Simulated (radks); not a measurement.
Values are calculated unless marked as measured or tabulated.
Species: Pr49+. Configuration: [Ne] (the NIST ground configuration).

Level of theory: Dirac Kohn-Sham, PBE, spin-unpolarised, spherical densities, finite nucleus; Fermi nuclear charge, rms radius 4.8919 fm (a radial shooting solver on a logarithmic mesh with Libxc functionals).

Energy parts (eV):
total: -183460.23
kinetic: 200404.67
electron-nucleus: -397813.37
Hartree: 16775.11
exchange-correlation: -2826.64

Orbitals (lengths in bohr, moments of r in powers of bohr):
orbital	occ.	eigenvalue (eV)	<1/r>
1s1/2	2	-45375.81	64.73
2s1/2	2	-10081.15	15.59
2p1/2	2	-9768.375	15.52
2p3/2	4	-9265.437	14.03
3s1/2	0	-4181.113	6.442
3p1/2	0	-4075.676	6.380
3p3/2	0	-3940.036	5.976

The highest occupied level is 2p3/2 at -9265.4 eV. The electron density at the nucleus is 4.068e+05 e/bohr^3.
